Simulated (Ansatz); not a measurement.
**Abstraction of F: CH6F2Si2 + C2HF2Ge → CH6FSi2 + C2HF3Ge**

Species: CH6F2Si2 `F[SiH2]C[SiH2]F`, singlet; C2HF2Ge `C#[C][Ge]([F])[F]`, doublet; CH6FSi2 `F[SiH2]C[SiH2]`, doublet; C2HF3Ge `C#[C][Ge]([F])([F])[F]`, singlet. A radical takes F: the energy is the difference in strength between the Si–F bond broken and the Ge–F bond made.

Shapes, held fixed at every level: PBE0-D4/def2-TZVP. Flexible molecules stand in one conformer, not always the lowest. Programs: Ansatz 0.2.0. The zero-point and thermal change to 298 K, harmonic and unscaled (PBE0-D4/def2-TZVP), is -4.0 kJ/mol.

| level | kind | ΔH(298 K) (kJ/mol) | less CCSD(T)/def2-TZVPP | CPU time (sum over the molecules) |
| --- | --- | --- | --- | --- |
| SPW92/def2-TZVPP | LDA | +96.9 | +15.3 | 18 s |
| PBE-D4/def2-TZVPP | GGA | +95.0 | +13.4 | 36 s |
| BHLYP-D4/def2-TZVPP | global hybrid | +96.0 | +14.4 | 53 s |
| wB97M-V/def2-TZVPP | range-separated hybrid | +104.2 | +22.6 | 2.7 min |
| wB97X-V/def2-TZVPP | range-separated hybrid | +93.1 | +11.5 | 1.9 min |
| CCSD(T)/def2-SVP | coupled cluster or CI | +58.5 | -23.1 | 2.1 min |
| CCSD(T)/def2-TZVPP | coupled cluster or CI | +81.6 | 0.0 | 87 min |

The highest level, CCSD(T)/def2-TZVPP, gives ΔH(298 K) = +81.6 kJ/mol; the levels span +58.5 to +104.2. The column of differences is taken from that level and isn't an error. No measured value is set beside it here. Open shells run unrestricted. Relativity is left out for Ge. Outer-core shells of Ge are correlated, in sets that cover them unevenly. Times are processor times on shared x86 and Arm servers, and rough.
